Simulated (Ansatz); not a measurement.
Cost and result for the atomization energy of H₅O₂Si₂ (`O[SiH][SiH2]O`) radical (9 atoms, 8 bonds).

```xyz
9

O     0.713    2.230    0.201
Si    1.099    0.643   -0.092
Si   -0.710   -0.707    0.565
O    -0.512   -2.231   -0.047
H     1.229    2.901   -0.248
H     1.427    0.457   -1.548
H    -0.739   -0.869    2.039
H    -2.005   -0.101    0.130
H    -0.502   -2.323   -1.001
```

The species carries charge 0 and has multiplicity 2. The geometry is a stationary point of PBE0-D4/def2-TZVP. It is one conformer, not always the lowest. Program: Ansatz. Hardware: A = 2 threads of an AMD EPYC 7R13 on a shared host; B = 2 threads of an AMD EPYC 7R13 on a shared host and a share of an NVIDIA H100 80 GB. Times are those of one run each, without the atoms' runs, and a repeat can differ threefold. Electronic energies, without spin–orbit coupling; frozen cores. CCSD(T)/CBS adds CCSD(T) − MP2 in def2-TZVPP to the MP2 limit, and its time is that of the two runs behind it. T1 = 0.015; ⟨S²⟩ of the reference is 0.76. B3LYP takes the VWN-RPA correlation (the form of Gaussian; ORCA's B3LYP/G).

CCSD(T)/CBS is a level of theory with its own doubt, some kJ/mol a heavy atom from the limit and from the frozen cores, so smaller differences don't rank the functionals.

```
                                 level  functions  wall time
                    MP2/def2-QZVPP [B]        404        3 s
                CCSD(T)/def2-TZVPP [B]        216      3.2 s
   PBE-D4/def2-TZVPP (with forces) [A]        216      4.3 s
                PBE0-D4/def2-TZVPP [A]        216      5.5 s
 B3LYP-D4/def2-TZVPP (with forces) [A]        216        6 s
                     CCSD(T)/CBS(def2)          –      6.2 s
r2SCAN-D4/def2-TZVPP (with forces) [A]        216        8 s
                 B2PLYP/def2-TZVPP [A]        216        8 s
                ωB97X-V/def2-TZVPP [A]        216       14 s
  ωB97M-V/def2-TZVPP (with forces) [A]        216       18 s
```

(1) What atomization energy does each give, and how far from CCSD(T)/CBS? (An estimate is asked.)

Answers

(1) Ansatz gave: 
| level | atomization (kJ/mol) | difference from CCSD(T)/CBS | per bond |
| --- | --- | --- | --- |
| MP2/def2-QZVPP [B] | 3002.4 | 7.6 | 0.9 |
| CCSD(T)/def2-TZVPP [B] | 2896.7 | -98.1 | -12.3 |
| PBE-D4/def2-TZVPP (with forces) [A] | 3000.2 | 5.4 | 0.7 |
| PBE0-D4/def2-TZVPP [A] | 2942.9 | -51.9 | -6.5 |
| B3LYP-D4/def2-TZVPP (with forces) [A] | 2973.3 | -21.5 | -2.7 |
| CCSD(T)/CBS(def2) | 2994.8 | 0.0 | 0.0 |
| r2SCAN-D4/def2-TZVPP (with forces) [A] | 2993.6 | -1.2 | -0.2 |
| B2PLYP/def2-TZVPP [A] | 2940.4 | -54.4 | -6.8 |
| ωB97X-V/def2-TZVPP [A] | 2996.0 | 1.2 | 0.1 |
| ωB97M-V/def2-TZVPP (with forces) [A] | 2980.1 | -14.7 | -1.8 |

From PBE to PBE0 (25 % exact exchange), in def2-TZVPP and without D4, the atomization energy moves by −54.6 kJ/mol: exact exchange takes away binding that semilocal exchange gives to molecules. In def2-TZVPP, CCSD(T) changes the Hartree–Fock value by +765.4 kJ/mol (the triples alone add +40.6 kJ/mol) and MP2 by +811.7 kJ/mol; breaking electron pairs costs correlation energy, which Hartree–Fock lacks. The D4 term adds +29.0 kJ/mol with B3LYP and +15.1 kJ/mol with PBE0; it sums over pairs of atoms, weighted by their polarisabilities, and B3LYP, whose exchange is more repulsive, gets the larger term.
